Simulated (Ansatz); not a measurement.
MnHg₇Te₇Br₂. Total charge 0; sextet. Geometry r2SCAN-D4/def2-SVP, basis def2-SVP, Ansatz.

Cartesian coordinates in Å:
```
Br -0.469 -5.134 1.004
Br 3.322 1.986 1.719
Hg -1.494 3.578 -0.528
Hg -2.398 -3.539 1.219
Hg 0.397 2.429 2.031
Hg 2.305 -0.587 1.010
Hg -0.135 0.377 -2.359
Hg 1.949 3.207 -0.836
Hg 1.015 -2.967 -0.975
Mn -2.223 -0.471 -0.005
Te -2.805 1.658 -1.780
Te 0.471 4.957 0.804
Te -4.225 -1.657 1.332
Te 3.513 -2.785 -0.014
Te 2.430 1.270 -2.594
Te -1.320 -2.174 -2.124
Te -0.333 -0.150 2.096
```

```
run  HOMO (eV)  LUMO (eV)
  A      -5.61      -3.58
  B      -4.96      -4.08
  C      -5.85      -3.47
  D      -5.20      -4.07
```

In the def2 sets Hg, Te take a core potential; there is no spin–orbit coupling. B3LYP takes the VWN-RPA correlation. Single mean-field runs in def2-SVP are fitted with def2-universal-jkfit.

HOMO and LUMO are taken over both spins.

Task: The runs used B3LYP, PBE, PBE0, r2SCAN. Estimate which is which.

Result: A B3LYP (20 % exact exchange); B PBE (0 % exact exchange); C PBE0 (25 % exact exchange); D r2SCAN (0 % exact exchange). Exact exchange lowers occupied and raises empty levels; among semilocal functionals meta-GGAs tend to open the gap a little, and such runs are hard to tell apart. The gap grows from 0.88 eV (PBE) to 2.38 eV (PBE0).
